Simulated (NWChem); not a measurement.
**Worked example: ideal-gas entropy of SnH2O2 (SMILES [OH][Sn][OH])**

A singlet with charge 0, relaxed at PBE0-D3(BJ)/def2-TZVP (core potential) (NWChem 7.3.0):

```xyz
5

O     0.9867    1.4241    0.0000
Sn   -0.3717   -0.0266    0.0000
O     1.0178   -1.4180    0.0000
H     0.6586    2.3262    0.0000
H     1.9040   -1.0403    0.0000
```

Harmonic wavenumbers in cm⁻¹: 193, 363, 459, 585, 621, 720, 781, 3850, 3895.

Masses in u: O 15.999, Sn 118.71, H 1.008. Take T = 298.15 K, p = 1 bar, R = 8.3145 J/(mol K), kT/hc = 207.22 cm⁻¹, rigid rotor and harmonic oscillator.

Work out S° at 298 K.


1. Translation (Sackur–Tetrode): S = R[3/2 ln M + 5/2 ln T − 1.1517] with M = 152.724 gives 171.6 J/(mol K).
2. Rotation: principal moments 52.055, 71.226, 123.281 u Å² give A, B, C = 0.3238, 0.2367, 0.1367 cm⁻¹; the symmetry number is σ = 1; q = (√π/σ)√((kT/hc)³/ABC) = 51654; S = R(ln q + 3/2) = 102.7.
3. Vibration: with u = ν̃/207.22, each mode gives R[u/(eᵘ − 1) − ln(1 − e⁻ᵘ)]; the sum is 22.9, most from 193 cm⁻¹ (9.2), 363 cm⁻¹ (4.6), 459 cm⁻¹ (3.2).
4. Electronic: R ln 1 = 0.0, from the spin multiplicity alone.
5. Sum: 171.6 + 102.7 + 22.9 + 0.0 = 297.2 J/(mol K).

No measured value is set beside it here.
